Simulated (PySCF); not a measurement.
# What a mistake does to a calculation on CGeH7OSi cation

All numbers below are calculated, not measured. The program is PySCF 2.14.0, an open-source quantum chemistry code, run on an isolated molecule that a program drew, which may never have been made. The molecule is CGeH7OSi cation (charge +1, singlet), drawn as the SMILES string `O[SiH+][CH2][GeH3]`.

Each row is a Hartree-Fock (HF) and frozen-core CCSD(T) single point in the cc-pV(D+d)Z basis, meant for a local HF minimum. Run 1 is clean. Each other run has one planted mistake out of seven kinds, and not every kind appears here: one electron removed, one electron added, multiplicity raised by two, geometry at a saddle point, minimal basis STO-3G, one bond length entered in bohr, all coordinates scaled. The reference is restricted for singlets and unrestricted otherwise, and also for a bond in bohr. Adding or removing an electron swaps singlet and doublet. Electrons count all cores. HOMO and LUMO are orbital energies over both spins, the gradient is its largest component, and the lowest frequency (negative if imaginary) is given only where the gradient is small. Bond lengths are over the 10 bonds as drawn. T1 is the CCSD diagnostic: over 0.02 (restricted) or 0.045 (unrestricted) a single reference is doubtful. Germanium has the cc-pVDZ-PP basis, with a core potential (ECP10MDF) in place of its 10 inner electrons, and its 3s, 3p and 3d shells are frozen in CCSD(T).

Geometry of the clean run:
```xyz
11
CGeH7OSi cation, angstrom
O    -3.0009   -2.3138    0.3440
Si   -2.4017   -1.4691   -0.8441
C    -1.6633    0.1535   -0.6863
Ge    0.3779    0.1662   -0.4484
H    -3.1136   -2.0972    1.2625
H    -2.4566   -2.2148   -2.0924
H    -1.8455    0.7124   -1.6103
H    -2.0731    0.7050    0.1636
H     0.7366    1.6381   -0.4651
H     0.6570   -0.5154    0.8838
H     0.9608   -0.6149   -1.6179
```

| run | electrons | basis functions | <S^2> | HOMO (eV) | LUMO (eV) | gradient (hartree/bohr) | lowest frequency (cm^-1) | mean bond (Å) | longest bond (Å) | T1 | HF (hartree) | CCSD(T) (hartree) | mistake |
|---|---|---|---|---|---|---|---|---|---|---|---|---|---|
| 1 | 66 | 109 | 0.000 | -16.78 | -3.81 | 2.7e-05 | 59 | 1.4574 | 2.055 | 0.0136 | -698.90400 | -699.47976 | no fault |
| 2 | 66 | 109 | 2.022 | -11.02 | -8.14 | 7.0e-02 | - | 1.4574 | 2.055 | 0.0325 | -698.71735 | -699.27765 | multiplicity raised by two |
| 3 | 65 | 109 | 0.763 | -22.69 | -13.84 | 1.0e-01 | - | 1.4574 | 2.055 | 0.0246 | -698.34460 | -698.89220 | one electron removed |
| 4 | 67 | 109 | 0.769 | -5.42 | 3.15 | 5.8e-02 | - | 1.4574 | 2.055 | 0.0132 | -699.07318 | -699.66184 | one electron added |
| 5 | 66 | 109 | 0.000 | -16.41 | -4.03 | 3.6e-02 | - | 1.5128 | 2.133 | 0.0151 | -698.88997 | -699.47398 | ? |

**Which mistake was planted in run 5, and what did it cost?**

The mean and the longest bond both change by the same factor, 1.038, and the gradient is no longer small. So the mistake is: all coordinates scaled. Subtracting run 1 and multiplying by 627.51 kcal/mol a hartree, the energy moved by 8.8 kcal/mol in HF and 3.6 kcal/mol in CCSD(T).

